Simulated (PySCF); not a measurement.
PySCF 2.14 output of an unrestricted TPSS calculation on a single atom or ion in cc-pVDZ-X2C (8s7p5d3f1g, 84 functions), with the spin-free X2C one-electron Hamiltonian (Gaussian nucleus):

```
SCF conv_tol = 1e-09
number electrons alpha = 30  beta = 27
    J. Tao, J. P. Perdew, V. N. Staroverov, and G. E. Scuseria.,  Phys. Rev. Lett. 91, 146401 (2003)
    J. P. Perdew, J. Tao, V. N. Staroverov, and G. E. Scuseria.,  J. Chem. Phys. 120, 6898 (2004)
    J. Tao, J. P. Perdew, V. N. Staroverov, and G. E. Scuseria.,  Phys. Rev. Lett. 91, 146401 (2003)
    J. P. Perdew, J. Tao, V. N. Staroverov, and G. E. Scuseria.,  J. Chem. Phys. 120, 6898 (2004)
cycle= 1 E= -8492.05457807488  delta_E= -0.0116  |g|= 0.0743  |ddm|= 0.516
cycle= 2 E= -8492.05330453517  delta_E= 0.00127  |g|= 0.0873  |ddm|= 0.22
cycle= 3 E= -8492.05563113336  delta_E= -0.00233  |g|= 0.0191  |ddm|= 0.139
cycle= 4 E= -8492.05578977684  delta_E= -0.000159  |g|= 0.000432  |ddm|= 0.0365
cycle= 5 E= -8492.05578991093  delta_E= -1.34e-07  |g|= 0.000208  |ddm|= 0.00216
cycle= 6 E= -8492.05578993005  delta_E= -1.91e-08  |g|= 1.12e-05  |ddm|= 0.000663
cycle= 7 E= -8492.05578993013  delta_E= -8.37e-11  |g|= 2.6e-06  |ddm|= 3.32e-05
converged SCF energy = -8492.05578993013  <S^2> = 3.7511214  2S+1 = 4.0005607
```

The run itself started from symmetry-adapted Hartree-Fock orbitals and held the occupation by maximum overlap, on a logarithmic radial grid, so the iterations belong to that start.

**Question.** Which element, charge and spin multiplicity is this?

**Answer.** La (lanthanum, neutral), multiplicity 4; the state was [Xe] 4f1 5d1 6s1, one real determinant (an excited configuration).

⟨L²⟩ = 18.01 against 30 for a pure H term, so this real determinant mixes terms. Spin-orbit coupling, absent here, splits the open shell strongly. At TPSS the highest occupied level has a positive energy, so only the finite basis holds that electron; for this excited configuration the basis is too tight for the outer shell.
